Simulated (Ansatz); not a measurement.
Z-matrix (Å, degrees):
```
Ga
O 1 1.808
H 1 1.556 2 115.5
H 1 1.551 2 111.4 3 -179.3
C 2 1.338 1 126.0 3 -8.5
C 5 1.331 2 125.0 1 -44.2
H 5 1.088 2 114.4 1 137.6
Br 6 1.878 5 121.7 2 -179.3
H 6 1.082 5 124.1 2 -0.0
```

Charge 0, multiplicity 1.

(1) List the B3LYP/def2-TZVPP orbital energies in eV (the Gaussian-basis code of Ansatz). (Estimate.)

Results:

(1) The calculation gave: Occupied: -13139.13, -10138.42, -1700.76, -1532.49, -1532.39, -1532.39, -1250.17, -1107.44, -1107.32, -1107.31, -521.08, -278.59, -277.84, -236.55, -177.49, -177.18, -177.18, -150.26, -103.73, -103.46, -103.40, -71.76, -71.67, -71.67, -71.42, -71.42, -28.33, -23.51, -23.42, -23.35, -23.31, -23.23, -22.36, -19.48, -16.17, -14.10, -12.87, -12.04, -11.05, -10.55, -9.21, -8.83, -8.72, -7.85, -6.27. Lowest empty: -2.04, -0.28, 0.16, 0.30, 0.75, 1.93, 2.44, 2.92.

B3LYP here is the variant with VWN-RPA as its local correlation; programs differ in this.
